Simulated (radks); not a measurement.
Q: Cs III, 53 electrons, occupied as [Kr] 4d10 5s2 5p4 5f1 (not the ground configuration). Calculated with a radial shooting solver on a logarithmic mesh with Libxc functionals: Dirac Kohn-Sham, BLYP, spin-unpolarised, spherical densities, point nucleus; open shells fill j = l - 1/2 first. Some entries of the table are withheld. Estimate them.

| orbital | occ. | eigenvalue (eV) | <1/r> (bohr^-1) | <r> (bohr) |
|---|---|---|---|---|
| 1s1/2 | 2 | -35801.50 | 59.41 | 0.02611 |
| 2s1/2 | 2 | -5634.222 | 13.92 | (1) |
| 2p1/2 | 2 | -5302.226 | 13.90 | (2) |
| 2p3/2 | 4 | -4949.778 | 12.73 | (3) |
| 3s1/2 | 2 | (4) | 4.989 | 0.2987 |
| 3p1/2 | 2 | -1051.450 | 4.901 | (5) |
| 3p3/2 | 4 | -983.9189 | 4.611 | (6) |
| 3d3/2 | 4 | -740.1781 | 4.470 | 0.2714 |
| 3d5/2 | 6 | -725.8376 | 4.396 | 0.2751 |
| 4s1/2 | 2 | -243.7394 | 2.036 | 0.6945 |
| 4p1/2 | 2 | -193.9743 | 1.929 | 0.7203 |
| 4p3/2 | 4 | -180.1572 | 1.835 | 0.7478 |
| 4d3/2 | 4 | -99.2210 | 1.602 | 0.8290 |
| 4d5/2 | 6 | -96.9243 | 1.578 | 0.8393 |
| 5s1/2 | 2 | -48.5809 | 0.7875 | 1.677 |
| 5p1/2 | 2 | -35.5912 | 0.6943 | 1.883 |
| 5p3/2 | 2 | -33.6235 | 0.6645 | 1.956 |
| 5f5/2 | 1 | -5.8084 | 0.2305 | 6.172 |
| 5f7/2 | 0 | -5.7932 | 0.2306 | 6.188 |

A: 
(1) 2s1/2 <r> (bohr): 0.1117
(2) 2p1/2 <r> (bohr): 0.09402
(3) 2p3/2 <r> (bohr): 0.09991
(4) 3s1/2 eigenvalue (eV): -1190.125
(5) 3p1/2 <r> (bohr): 0.2887
(6) 3p3/2 <r> (bohr): 0.3005
